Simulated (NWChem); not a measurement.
System: C2H8BNO; SMILES NB(CC)O

```xyz
13

B      0.0101     0.5775    -0.1194
C     -0.7234    -0.8141    -0.3097
C      0.0489    -2.0096     0.2428
H     -0.8694    -0.9472    -1.3988
H     -1.7406    -0.7808     0.1182
H      0.1663    -1.9436     1.3367
H      1.0614    -2.0562    -0.1860
H     -0.4527    -2.9663     0.0255
O      1.3606     0.6097    -0.3712
H      1.7579     1.4771    -0.2562
N     -0.7014     1.7346     0.2714
H     -0.2960     2.6556     0.3738
H     -1.6920     1.7105     0.4668
```
Atoms are numbered in this order, from 1.

Results from NWChem. Coordinates come from a PBE0/def2-SVP optimisation. No frequency run checked for a minimum. B3LYP is NWChem's, with the RPA form of VWN correlation. Atomic charges in e: unrestrained fits to the electrostatic potential beside Mulliken populations; buried atoms are poorly determined by the fit.

**Question.** What does the run give for B3LYP/def2-SVP? Quantities: ESP B1; Mulliken B1; ESP C2; Mulliken C2; ESP C3; Mulliken C3; ESP O9; Mulliken O9; ESP N11; Mulliken N11; relative RMS misfit of the potential (%).

**Answer.** 
```
Quantity                                  Result
----------------------------------------  ------
ESP B1                                      0.55
Mulliken B1                                -0.16
ESP C2                                      0.05
Mulliken C2                                 0.00
ESP C3                                      0.02
Mulliken C3                                 0.00
ESP O9                                     -0.67
Mulliken O9                                -0.14
ESP N11                                    -0.91
Mulliken N11                               -0.09
relative RMS misfit of the potential (%)      25
```
